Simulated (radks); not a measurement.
Spin polarisation of the 2p2 shell in the fluorine ion F3+. Start: [He] 2s2 2p(up 1, down 1); electrons of 2p are moved from spin down to spin up, other shells keep equal spins. All-electron calculation, scalar-relativistic Kohn-Sham, PBE, spin-polarised, spherical densities, finite nucleus; Fermi nuclear charge, rms radius of each element as measured or else 0.836 A^(1/3) + 0.57 fm. Program: a radial shooting solver on a logarithmic mesh with Libxc functionals.

moment (Bohr magnetons)  E - E(0) (eV)  e(2p up) (eV)  e(2p down) (eV)  2s down minus up (eV)  1s down minus up (eV)
0                                0.000        -72.761          -72.761                  0.000                 0.000
0.5                             -0.181        -73.447          -71.999                  1.374                  0.565
1                               -0.725        -74.063          -71.154                  2.763                  1.133
1.5                             -1.637        -74.612          -70.221                  4.182                  1.705
2                               -2.923        -75.093          -69.195                  5.639                  2.284

At moment 2 the spin-polarisation energy is -2.923 eV and the 2p exchange splitting 5.899 eV, that is 2.949 eV per Bohr magneton; E = -I m^2/4 would give I = 2.923 eV.
